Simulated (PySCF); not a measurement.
A side-by-side comparison of computed properties.

First species: C7H7N.
Cartesian coordinates in Å at the GFN2-xTB level; atoms count from 1:
```xyz
15
C7H7N angstrom
N     -1.4522    2.7084   -1.2484
C     -0.9375    1.7642   -0.8535
C     -0.3077    0.5994   -0.3425
C      1.2304    0.4578   -0.3315
C      1.0224   -0.4582    0.8573
C     -0.2410   -1.2587    0.5898
C     -0.7759   -0.8134   -0.7559
C     -0.3254    0.1291    1.1507
H      1.7312    1.3840   -0.0560
H      1.6845    0.0432   -1.2319
H      1.7746   -0.7818    1.5562
H     -0.4501   -2.1911    1.0855
H     -0.3228   -1.2288   -1.6565
H     -1.8600   -0.8911   -0.8154
H     -0.7749    0.5450    2.0301
```

Second species: C₇H₇N.
SMILES: `CC#CC#C/C=N/C`

Levels: PBE0/def2-SVPD for dipole moment, HOMO energy, LUMO energy, HOMO–LUMO gap, static isotropic polarisability and electronic spatial extent ⟨r²⟩ about the centre of nuclear charge; TDDFT PBE0/def2-SVPD for lowest singlet excitation; TDA PBE0/def2-SVPD for lowest triplet excitation (Tamm–Dancoff); GFN2-xTB for rotational constant A and rotational constant C. Geometries: GFN2-xTB. Each structure is a single optimised conformer of the isolated species, non-relativistic unless stated; the electronic structure was computed with PySCF and density fitting.

Values for the first species:

```
Dipole moment                                                     : 4.45 D
HOMO energy                                                       : -7.90 eV
LUMO energy                                                       : 0.28 eV
HOMO–LUMO gap                                                     : 8.18 eV
Lowest singlet excitation                                         : 6.77 eV
Lowest triplet excitation (Tamm–Dancoff)                          : 6.09 eV
Static isotropic polarisability                                   : 74.7 au
Electronic spatial extent ⟨r²⟩ about the centre of nuclear charge : 792 bohr²
Rotational constant A                                             : 4.891 GHz
Rotational constant C                                             : 1.669 GHz
```

Task: Estimate the same properties for the second species, and the change in each.

Result: 
```
                                                         property      first      second  second less first
                                                    dipole moment     4.45 D      1.64 D            -2.81 D
                                                      HOMO energy   -7.90 eV    -6.89 eV           +1.01 eV
                                                      LUMO energy    0.28 eV    -1.65 eV           -1.93 eV
                                                    HOMO–LUMO gap    8.18 eV     5.24 eV           -2.94 eV
                                        lowest singlet excitation    6.77 eV     3.90 eV           -2.87 eV
                         lowest triplet excitation (Tamm–Dancoff)    6.09 eV     2.96 eV           -3.13 eV
                                  static isotropic polarisability    74.7 au    114.4 au           +39.7 au
electronic spatial extent ⟨r²⟩ about the centre of nuclear charge  792 bohr²  2067 bohr²        +1275 bohr²
                                            rotational constant A  4.891 GHz  28.313 GHz        +23.422 GHz
                                            rotational constant C  1.669 GHz   0.530 GHz         -1.139 GHz
```

On the first: The vertical singlet–triplet gap S1 − T1 is 0.68 eV (TDDFT singlet less Tamm–Dancoff triplet). The 8 singlets span 6.77 to 7.85 eV, and their oscillator strengths add up to 0.05.

On the second: No computed singlet falls in the visible range (750 to 380 nm, 1.65 to 3.26 eV); S1 lies 0.64 eV above its blue end. The principal polarisabilities are 57.5, 67.0 and 218.8 au; their mean is the isotropic value.
